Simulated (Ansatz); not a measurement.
Geometry optimisation, Ansatz, RKS PBE0-D4/def2-SVP.

The input (input.yaml):

```yaml
crystal:
  periodic: [false, false, false]
  atoms:
    - { symbol: Ge, position_ang: [0.0, 0.0, 0.0] }
    - { symbol: Cl, position_ang: [0.0, 0.0, 2.57] }
    - { symbol: H, position_ang: [1.4616, 0.0, -0.5162] }
    - { symbol: O, position_ang: [-0.8337, 1.4443, -0.5894] }
    - { symbol: H, position_ang: [-1.7915, 1.2136, -0.8118] }
    - { symbol: H, position_ang: [-0.73, -1.2648, -0.5162] }
    - { symbol: P, position_ang: [0.9634, 2.2405, 0.8104] }
    - { symbol: H, position_ang: [2.0756, 1.9989, 1.6596] }
    - { symbol: H, position_ang: [1.3811, 3.0092, -0.3082] }
    - { symbol: H, position_ang: [0.5752, 1.3377, 2.0743] }
basis:
  gaussian: { orbitals: def2-SVP }
hamiltonian:
  xc: pbe0
  dispersion: d4
relax:
  f_tol: 0.15
  max_steps: 25
  restrain:
    - { distance: [0, 6], at: 2.27, k: 30.0 }
    - { distance: [9, 1], at: 1.37, k: 30.0 }
    - { distance: [0, 1], at: 3.42, k: 30.0 }
    - { distance: [9, 6], at: 2.62, k: 30.0 }
```

Launched with:

```bash
$ ansatz run input.yaml --threads 4 --pin off --max-ram 5120MiB --backend cpu --events-out ev --progress --plain --runs-dir out
```

Question: Where does it end, and by what steps?

Answer: The run converged. The restraints hold the end off the free minimum; the threshold counts their pulls, which the force column leaves out. Restrained pairs: Ge1–P7 (2.57 → 2.29 Å), Cl2–H10 (1.54 → 1.33 Å), Ge1–Cl2 (2.57 → 3.42 Å), P7–H10 (1.60 → 2.62 Å). After 22 steps the energy has fallen by 3.882 eV (the restraints' own energy left out); H6 moved furthest, 1.92 Å.

| step | energy less start (eV) | largest force component (eV/Å) | accepted |
| --- | --- | --- | --- |
| 0 | 0.0000 | 3.565 | yes |
| 1 | -0.0519 | 4.839 | yes |
| 2 | 0.0404 | 6.552 | yes |
| 3 | -0.4099 | 6.103 | yes |
| 4 | -1.7489 | 3.766 | yes |
| 5 | -2.6276 | 1.558 | yes |
| 6 | -3.0906 | 1.374 | yes |
| 7 | -3.4675 | 1.376 | yes |
| 8 | -3.6523 | 1.330 | yes |
| 9 | -3.7115 | 1.151 | yes |
| 10 | -3.7416 | 1.095 | yes |
| 11 | -3.7468 | 1.430 | yes |
| 12 | -3.7784 | 1.178 | yes |
| 13 | -3.8114 | 0.998 | yes |
| 14 | -3.8221 | 1.221 | yes |
| 15 | -3.8335 | 1.011 | yes |
| 16 | -3.8354 | 1.259 | yes |
| 17 | -3.8583 | 1.045 | yes |
| 18 | -3.8445 | 1.418 | no |
| 19 | -3.8630 | 1.043 | yes |
| 20 | -3.8594 | 1.207 | yes |
| 21 | -3.8595 | 1.246 | yes |
| 22 | -3.8816 | 1.024 | yes |

```xyz
10
Properties=species:S:1:pos:R:3
Ge 0.014 0.547 -0.098
Cl 0.533 -0.702 3.048
H 0.941 -0.673 -0.166
O -0.278 1.092 -1.780
H -1.217 1.159 -1.981
H -1.349 0.216 0.542
P 1.048 2.218 1.070
H 2.200 2.249 0.231
H 0.380 3.278 0.393
H 0.830 0.596 3.113
```

Run time: 48 s on 4 threads of Arm Neoverse V1, on a shared host, peak memory 0.29 GiB.
